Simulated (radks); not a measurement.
Results of a calculation; reference values are marked as such.
Species: Pt+. Configuration: [Xe] 4f14 5d8 7f1 (not the ground configuration).

Level of theory: scalar-relativistic Kohn-Sham, PBE, spin-polarised, spherical densities, finite nucleus; open shells are filled with parallel spins first (spin-orbit coupling, left out, can overturn this in heavy ions); Fermi nuclear charge, rms radius 5.427 fm (a radial shooting solver on a logarithmic mesh with Libxc functionals).

Energy parts (hartree):
total: -18408.6997
kinetic: 20520.2264
electron-nucleus: -45683.7270
Hartree: 7108.3723
exchange-correlation: -353.5713

Orbitals (lengths in bohr, moments of r in powers of bohr; <r^-3> diverges for s and p1/2; r(90%) holds 90 % of the orbital's charge):
orbital,occ.,eigenvalue (hartree),<r^2>,r(90%),<r^-3>
1s down,1,-2881.730,0.0004062,0.0313,-
1s up,1,-2881.730,0.0004062,0.0313,-
2s up,1,-506.8639,0.006203,0.112,-
2s down,1,-506.8589,0.006203,0.112,-
2p up,3,-439.5056,0.005202,0.106,24240
2p down,3,-439.5015,0.005202,0.106,24240
3s up,1,-119.6009,0.04005,0.274,-
3s down,1,-119.5991,0.04004,0.274,-
3p up,3,-99.97427,0.04106,0.281,5516
3p down,3,-99.97221,0.04106,0.281,5516
3d up,5,-78.65355,0.03401,0.264,690.2
3d down,5,-78.64993,0.03401,0.264,690.2
4s up,1,-26.25503,0.1945,0.595,-
4s down,1,-26.25019,0.1945,0.595,-
4p up,3,-19.81571,0.2219,0.641,1318
4p down,3,-19.81124,0.2219,0.641,1318
4d up,5,-11.98448,0.2534,0.699,143.6
4d down,5,-11.97930,0.2533,0.699,143.6
5s up,1,-4.45921,1.019,1.36,-
5s down,1,-4.42374,1.014,1.36,-
4f up,7,-3.28470,0.3251,0.834,27.12
4f down,7,-3.27686,0.3236,0.832,27.17
5p up,3,-2.77848,1.371,1.60,215.9
5p down,3,-2.73401,1.364,1.60,218.0
5d up,5,-0.90835,2.823,2.38,12.98
5d down,3,-0.85801,2.868,2.41,12.95
7f up,1,-0.05240,504.5,29.1,0.007880

The highest occupied level is 7f up at -1.426 eV. The density falls to 0.001 e/bohr^3 at r = 3.62 bohr. Summed over all electrons, <r^2> = 546.9 bohr^2, which gives a Langevin (diamagnetic) susceptibility term of -433 x 10^-6 cm^3/mol. Spin moment in Bohr magnetons: 3. The electron density at the nucleus is 2.116e+06 e/bohr^3 (large components only).
